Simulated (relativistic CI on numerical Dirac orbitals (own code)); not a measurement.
Tm2+ (4f13) in a crystal field

Calculated by Dirac-Coulomb-Breit CI, orbitals from a KLI potential per configuration, a model potential for QED, one configuration in a parametric crystal field, unscaled Slater integrals (own radial code).

Field parameters in Wybourne normalisation; cubic f-shell fields have B⁴₄ = √(5/14) B⁴₀ and B⁶₄ = −√(7/2) B⁶₀. The field is a parameter set, without covalency.

S is read from ⟨S²⟩ = S(S + 1).

Powder χT (cm³ K mol⁻¹) by Van Vleck's formula, with temperature-independent terms:

```tsv
Field	2 K	5 K	10 K	20 K	50 K	100 K	200 K	300 K
C2v, B20 = 280, B22 = 30, B40 = -210, B42 = -230, B44 = -330, B60 = 50, B62 = 170, B64 = 90, B66 = 390 cm⁻¹	1.08	1.33	1.66	1.95	2.2	2.37	2.49	2.53
C2v, B20 = 240, B22 = -140, B40 = -50, B42 = -260, B44 = 290, B60 = -60, B62 = 10, B64 = -90, B66 = 180 cm⁻¹	1.91	1.93	1.95	2.01	2.16	2.36	2.5	2.54
D4h, B20 = 1170, B40 = -720, B44 = -380, B60 = 320, B64 = -510 cm⁻¹	0.983	1.1	1.3	1.6	1.97	2.2	2.39	2.46
Oh, B40 = -1150, B60 = -300 cm⁻¹	1.13	1.16	1.21	1.32	1.63	2.01	2.32	2.43
Oh, B40 = -930, B60 = -520 cm⁻¹	1.16	1.25	1.41	1.7	2.11	2.24	2.37	2.44
Oh, B40 = 470, B60 = 480 cm⁻¹	0.687	0.717	0.766	0.865	1.16	1.66	2.24	2.42
```

Question: For D4h, B20 = 1170, B40 = -720, B44 = -380, B60 = 320, B64 = -510 cm⁻¹: what effective moment follows at 300 K?

Answer: μ_eff = √(8χT) = 4.44 μB. The LS value g√(J(J + 1)) of the free ion's 2F°_7/2 level is 4.54 μB.
